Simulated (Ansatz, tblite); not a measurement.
Adding an electron: the cluster Al₄Sb₃⁺ (the lowest singlet isomer of a short search). Charge 1, multiplicity 1. Geometry: PBE-D4/def2-SVP. Ansatz, gas phase; energy differences of separate SCF runs; the reduced species was run as a doublet alone.

```csv
atom,x (Å),y (Å),z (Å)
Al1,1.3611,-0.4620,-1.9667
Al2,0.8835,1.7340,1.4674
Al3,-0.8331,-1.9802,1.1484
Al4,-0.7314,0.3675,-0.3360
Sb5,1.2375,2.0702,-1.1510
Sb6,-1.2258,0.3657,2.3464
Sb7,-0.6919,-2.0952,-1.5085
```

In the def2 sets Sb takes a core potential; there is no spin–orbit coupling. The xTB rows come from tblite. HOMO above LUMO, or a gap near zero within one spin, warns that the state may not be the lowest or that an electron is smeared out. The structure comes from a short search, and lower isomers may exist.

Estimate orbital energies and vertical electron affinities at: GFN1-xTB; GFN2-xTB; PBE-D4/def2-TZVP; revPBE-D4/def2-TZVP; PBE0-D4/def2-TZVP.


| level | −HOMO (eV) | −LUMO (eV) | vertical EA (eV) | HOMO–LUMO gap (eV) | remarks |
| --- | --- | --- | --- | --- | --- |
| GFN1-xTB | 12.71 | 11.78 | 9.59 | 0.92 | – |
| GFN2-xTB | 11.89 | 11.60 | 9.54 | 0.29 | – |
| PBE-D4/def2-TZVP | 8.86 | 7.45 | 5.66 | 1.41 | gap within one spin near zero (doublet) |
| revPBE-D4/def2-TZVP | 8.80 | 7.39 | 5.64 | 1.41 | gap within one spin near zero (doublet), restricted SCF unstable in HF (+1 singlet) |
| PBE0-D4/def2-TZVP | 9.40 | 6.98 | 5.81 | 2.42 | restricted SCF unstable in HF (+1 singlet), spin-contaminated (⟨S²⟩ 0.98) (doublet) |

  Raw xTB energy differences between charge states are shifted by several eV; the methods need an empirical correction for them.
